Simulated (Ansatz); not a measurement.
Coupled-cluster diagnostics for [SiMe3]- (C3H9Si⁻), Ansatz.

Geometry of the singlet (PBE0-D4/def2-SVPD):

```
atom   x (Å)   y (Å)   z (Å)
 Si1  -0.507  -0.748   0.531
  C2   1.294  -1.083  -0.166
  H3   1.998  -1.334   0.647
  H4   1.703  -0.203  -0.704
  H5   1.300  -1.935  -0.869
  C6  -0.115   0.973   1.384
  H7   0.424   1.663   0.701
  H8   0.511   0.841   2.284
  H9  -1.040   1.481   1.708
 C10  -1.271  -0.024  -1.123
 H11  -2.262   0.427  -0.943
 H12  -1.412  -0.816  -1.879
 H13  -0.623   0.757  -1.573
```

Correlated methods freeze 8 core orbitals.

(1) Estimate the CCSD(T) correlation energy, the shares of MP2 and (T), T1 and the reference's ⟨S²⟩ for: charge -1, singlet, own geometry in def2-TZVPD; and the rough time on 4 threads of Arm Neoverse V1 on a shared host.

## Answers

(1) 
| state | basis | correlation (eV) | MP2 share (%) | (T) share (%) | T1 | ⟨S²⟩ (pure) | wall time |
| --- | --- | --- | --- | --- | --- | --- | --- |
| charge -1, singlet, own geometry | def2-TZVPD | -20.491 | 88.4 | 4.0 | 0.012 | 0.00 (0.00) | 5.9 min |
Customary marks for T1 are 0.02 (closed shells), 0.045 (open shells) and about 0.05 (3d metals). T1 stays under 0.02 throughout.
